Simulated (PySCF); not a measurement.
Species: C₂H₈AlClO.
Geometry (PBE0-D3(BJ)/def2-SVP, Å), atoms numbered from 1 in this order:
```xyz
13
C2H8AlClO angstrom
C     -1.0279   -0.8675   -0.9026
O     -0.3948    0.0047    0.0309
C     -0.8248    1.3608   -0.0569
Al     1.5326   -0.2976    0.3481
Cl     2.1910    0.3320   -1.6064
H     -2.1152   -0.8449   -0.7386
H     -0.7818   -0.5629   -1.9316
H     -0.6401   -1.8757   -0.7121
H     -1.9143    1.4050    0.0875
H     -0.3175    1.9111    0.7444
H     -0.5441    1.7836   -1.0343
H      1.5475   -1.8719    0.5752
H      1.8078    0.7549    1.5082
```

The closed-shell ground state was solved at several levels (PySCF, density fitting, gas phase, non-relativistic).

| level | basis functions | total energy (Eh) | HOMO (eV) | LUMO (eV) | gap (eV) | dipole (D) |
| --- | --- | --- | --- | --- | --- | --- |
| PBE0/def2-SVP | 118 | -858.1590 | -7.49 | 0.61 | 8.10 | 5.35 |
| PBE0/6-31G* | 94 | -858.4532 | -7.56 | 0.51 | 8.07 | 5.51 |
| PBE0/cc-pVDZ | 118 | -858.4991 | -7.53 | 0.52 | 8.05 | 5.31 |
| PBE0/pcSseg-2 | 306 | -858.5906 | -7.66 | 0.09 | 7.75 | 5.29 |
| PBE0/cc-pVTZ | 270 | -858.5796 | -7.62 | 0.31 | 7.93 | 5.23 |
| PBE0/def2-TZVP | 215 | -858.5751 | -7.62 | 0.28 | 7.90 | 5.23 |

Q: What might PBE0/6-311+G(2d,p) (199 basis functions) give for the same quantities?

A: Total energy -858.5583 Eh, HOMO -7.66 eV, LUMO -0.11 eV, gap 7.55 eV, dipole 5.27 D.

Q: Over all these levels, which gives the widest orbital gap and which the narrowest?

A: PBE0/def2-SVP has the widest, 8.10 eV, and PBE0/6-311+G(2d,p) the narrowest, 7.55 eV. From the narrowest to the widest the HOMO moves by +0.17 eV and the LUMO by +0.72 eV.

Q: How much does the basis alone move the frontier levels among the 7 PBE0 rows (the withheld one included)?

A: The HOMO by 0.17 eV and the LUMO by 0.72 eV. By rising basis size (HOMO, LUMO in eV): 6-31G* -7.56, 0.51; def2-SVP -7.49, 0.61; cc-pVDZ -7.53, 0.52; 6-311+G(2d,p) -7.66, -0.11; def2-TZVP -7.62, 0.28; cc-pVTZ -7.62, 0.31; pcSseg-2 -7.66, 0.09.

Q: How far do the dipole and the HOMO energy spread over the levels?

A: The dipole runs from 5.23 to 5.51 D (mean 5.31 D) and the HOMO from -7.66 to -7.49 eV.

One conformer stands for the species.
